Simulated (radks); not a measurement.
Spherical jellium clusters: N electrons in a uniform positive sphere of charge N and radius rs N^(1/3), rs = 5.53 bohr. Method: non-relativistic Kohn-Sham, LDA (Slater exchange, Perdew-Wang correlation), spin-polarised, spherical densities; computed with a radial shooting solver with Libxc functionals. Levels are named by radial order and angular momentum (1s, 1p, 1d, 2s, ...), and open shells are averaged over m.

N = 33, configuration 1s2 1p6 1d10 2s2 1f(up 7, down 6). This is the lowest configuration that the search found. Occupied and some empty levels:

level    occupation  eigenvalue (eV)  <r> (bohr)
1s up             1          -3.6273       10.07
1s down           1          -3.6118       9.929
1p up             3          -3.2824       12.39
1p down           3          -3.2576       12.33
1d up             5          -2.8779       13.65
1d down           5          -2.8492       13.64
2s up             1          -2.7665       10.58
2s down           1          -2.7527       10.68
1f up             7          -2.3991       14.54
1f down           6          -2.3692       14.55
2p up             0          -2.1008       11.56
2p down           0          -2.0888       11.59
1g up             0          -1.8484       15.29
1g down           0          -1.8188       15.30
2d up             0          -1.4083       13.21
2d down           0          -1.3945       13.21

Energy (eV): total -60.4051, kinetic 32.102, external -2000.1, Hartree 998.70, exchange-correlation -93.511, background 1002.4.
